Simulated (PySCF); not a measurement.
C₃H₉AlO. Atoms are numbered in the order given.

```xyz
14

Al     0.2965     0.2668     0.3516
C      1.5762     0.2643     1.8205
H      2.5066    -0.2691     1.5577
H      1.1727    -0.2492     2.7112
H      1.8518     1.2870     2.1249
C     -0.3816    -1.3569    -0.5270
C     -1.3961    -1.1491    -1.6587
H     -0.8125    -2.0126     0.2560
H      0.4910    -1.9312    -0.8981
H     -0.9765    -0.5417    -2.4789
H     -2.3014    -0.6254    -1.3067
H     -1.7335    -2.0993    -2.1079
O     -0.2459     1.8079    -0.1699
H     -0.8770     1.9598    -0.8787
```

The structure is a stationary point at r2SCAN-D4/def2-SVP. The structure was generated by enumeration; whether it is a known compound was not checked. Other conformers were not sampled.

Computed with PBE/def2-TZVP run with PySCF.

ESP charges are fitted to the potential on shells at 1.4 to 2.0 van der Waals radii. Atomic charges (e):

```json
[
 {"atom": "Al1", "Mulliken": "(withheld)", "meta-Löwdin": "0.95", "ESP fit": "0.95"},
 {"atom": "C2", "Mulliken": "-0.57", "meta-Löwdin": "-0.66", "ESP fit": "-0.85"},
 {"atom": "H3", "Mulliken": "0.13", "meta-Löwdin": "0.13", "ESP fit": "0.16"},
 {"atom": "H4", "Mulliken": "0.13", "meta-Löwdin": "0.13", "ESP fit": "0.16"},
 {"atom": "H5", "Mulliken": "0.15", "meta-Löwdin": "0.13", "ESP fit": "0.21"},
 {"atom": "C6", "Mulliken": "(withheld)", "meta-Löwdin": "-0.51", "ESP fit": "-0.36"},
 {"atom": "C7", "Mulliken": "-0.38", "meta-Löwdin": "-0.33", "ESP fit": "-0.10"},
 {"atom": "H8", "Mulliken": "(withheld)", "meta-Löwdin": "0.12", "ESP fit": "0.06"},
 {"atom": "H9", "Mulliken": "(withheld)", "meta-Löwdin": "0.12", "ESP fit": "0.06"},
 {"atom": "H10", "Mulliken": "(withheld)", "meta-Löwdin": "0.11", "ESP fit": "0.02"},
 {"atom": "H11", "Mulliken": "(withheld)", "meta-Löwdin": "0.11", "ESP fit": "0.02"},
 {"atom": "H12", "Mulliken": "(withheld)", "meta-Löwdin": "0.11", "ESP fit": "0.05"},
 {"atom": "O13", "Mulliken": "-0.50", "meta-Löwdin": "-0.75", "ESP fit": "-0.79"},
 {"atom": "H14", "Mulliken": "0.30", "meta-Löwdin": "0.34", "ESP fit": "0.39"}
]
```

### Question
Fill in the missing entries. (Estimate from the structure and the level; the computed values follow.)

### Answer

- Al1, Mulliken: 0.53
- C6, Mulliken: -0.38
- H8, Mulliken: 0.12
- H9, Mulliken: 0.12
- H10, Mulliken: 0.12
- H11, Mulliken: 0.12
- H12, Mulliken: 0.12
